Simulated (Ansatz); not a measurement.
An input meant for SnI₄ (charge 0, triplet).

```yaml
crystal:
  periodic: [false, false, false]
  atoms:
    - {symbol: Sn, position_ang: [-0.000000, -0.000011, 0.000003]}
    - {symbol: Xx, position_ang: [0.010648, -0.017206, 2.677939]}
    - {symbol: I, position_ang: [2.521278, 0.010793, -0.902653]}
    - {symbol: I, position_ang: [-1.270265, 2.189753, -0.873563]}
    - {symbol: I, position_ang: [-1.261661, -2.183318, -0.901735]}
basis:
  gaussian: {orbitals: def2-mTZVP}
magnetization: {spin_polarized: true, initial_magnetization: 2}
hamiltonian: {xc: {name: HSE06}}
correlation: {method: rpa}
scf: {lower_state_search: off}
```

```sh
$ ansatz run in.yaml --threads 4 --pin off --events-out ev --progress --plain --max-ram 8704MiB
```

Predict how Ansatz answers.

The program refused the input. An element symbol is wrong.
```
Error: YAML parse error: error: line 5 column 16: `Xx` is not an element symbol (H … Og, case-exact)
 --> <input>:5:16
3 |   atoms:
4 |     - {symbol: Sn, position_ang: [-0.000000, -0.000011, 0.000003]}
5 |     - {symbol: Xx, position_ang: [0.010648, -0.017206, 2.677939]}
6 |     - {symbol: I, position_ang: [2.521278, 0.010793, -0.902653]}
7 |     - {symbol: I, position_ang: [-1.270265, 2.189753, -0.873563]}
```
